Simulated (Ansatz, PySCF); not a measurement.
Gas-phase reaction R1 → P1 + P2, each structure at its B3LYP-D3(BJ)/def2-TZVP stationary point, reached from a drawn start (curvature not checked).
R1, Cl3HSi (SMILES Cl[SiH](Cl)Cl) (charge 0, multiplicity 1):
```json
[
 {"atom": "Cl", "x (Å)": "-0.9452", "y (Å)": "1.6794", "z (Å)": "-0.5561"},
 {"atom": "Si", "x (Å)": "0.0036", "y (Å)": "0.0015", "z (Å)": "0.1142"},
 {"atom": "Cl", "x (Å)": "-1.0140", "y (Å)": "-1.6535", "z (Å)": "-0.5107"},
 {"atom": "Cl", "x (Å)": "1.9057", "y (Å)": "-0.0478", "z (Å)": "-0.6240"},
 {"atom": "H", "x (Å)": "0.0499", "y (Å)": "0.0204", "z (Å)": "1.5767"}
]
```
P1: Cl2Si (SMILES Cl[Si]Cl), charge 0, multiplicity 1.
P2, HCl (SMILES Cl) (charge 0, multiplicity 1, Z-matrix in Å and degrees):
```
Cl
H 1 1.2820
```

P less R. No zero-point or thermal terms.

Frozen-core correlation throughout.

Programs: Ansatz (a first-principles code); PySCF for the D3/D4 terms. No computed number here is a measurement.

PBE/def2-TZVPP gives 52.15 kcal/mol for the reaction energy.

**Question.** Where do these levels fall relative to PBE: PBE-D3(BJ)/def2-TZVPP, r2SCAN/def2-TZVPP, PBE0/def2-TZVPP, wB97M-V/def2-TZVPP, B2PLYP/def2-TZVPP, MP2/cc-pV(Q+d)Z, CCSD(T)/cc-pV(Q+d)Z.

**Answer.** PBE-D3(BJ)/def2-TZVPP 1.75; r2SCAN/def2-TZVPP 8.07; PBE0/def2-TZVPP 4.92; wB97M-V/def2-TZVPP 3.74; B2PLYP/def2-TZVPP 3.13; MP2/cc-pV(Q+d)Z 10.08; CCSD(T)/cc-pV(Q+d)Z 5.62 kcal/mol. 7 of 7 lie above PBE; the widest gap is to MP2/cc-pV(Q+d)Z.
